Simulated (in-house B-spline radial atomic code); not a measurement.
A fraction x of an electron is removed from 4f in the ytterbium ion Yb²⁺, starting from [Xe] 4f14 and keeping the highest spin. Level of theory: scalar-relativistic (X2C) BLYP, spin-polarised, spherical fractional occupations, Fermi nucleus of rms radius 5.3108 fm; calculated with a B-spline radial code for spherical atoms.

```csv
x,E(x) - E(0) (eV),4f down level (eV)
0,0.0000,-17.519
0.06,1.0804,-18.497
0.21,4.0418,-21.001
0.27,5.3325,-22.025
0.39,8.1001,-24.110
0.5,10.8591,-26.062
0.53,11.6491,-26.601
0.63,14.3997,-28.417
0.76,18.2499,-30.824
0.89,22.4160,-33.279
1,26.1926,-35.392
```

The exact functional would give a straight line between the two integer points. Deviations E(x) - E(0) - x[E(1) - E(0)], in eV: -0.491 at x = 0.06, -1.459 at x = 0.21, -1.74 at x = 0.27, -2.115 at x = 0.39, -2.237 at x = 0.5, -2.233 at x = 0.53, -2.102 at x = 0.63, -1.656 at x = 0.76, -0.895 at x = 0.89.

The curve lies below the straight line by up to 2.237 eV (at x = 0.5): convex, the delocalisation error that favours fractional charges.

Task: How well does Slater's transition state (minus the level at half occupation) give the ionisation energy?

Result: It gives 26.062 eV against 26.193 eV from the two total energies; NIST lists 25.05 eV, ground level to ground level.
